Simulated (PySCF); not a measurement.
HNSi, SMILES N#[SiH]. Atoms are numbered in the order given.

```xyz
3

H      0.0000     0.0000    -1.9120
Si     0.0000     0.0000    -0.4289
N      0.0000     0.0000     1.1310
```
Charge 0, spin multiplicity 1.

The structure is a stationary point at B3LYP-D3(BJ)/def2-TZVPD.

Method: B3LYP/pcJ-2 run with PySCF.

Isotropic couplings with Fermi-contact, spin-dipole and both spin-orbit terms, one fixed conformer, no vibrational averaging. Isotopes: 14N, 1H, 29Si.

Computed spin–spin coupling constants:
```tsv
pair	bonds apart	J (Hz)
H1–Si2	1	-94.9
Si2–N3	1	58.8
H1–N3	2	-24.7
```
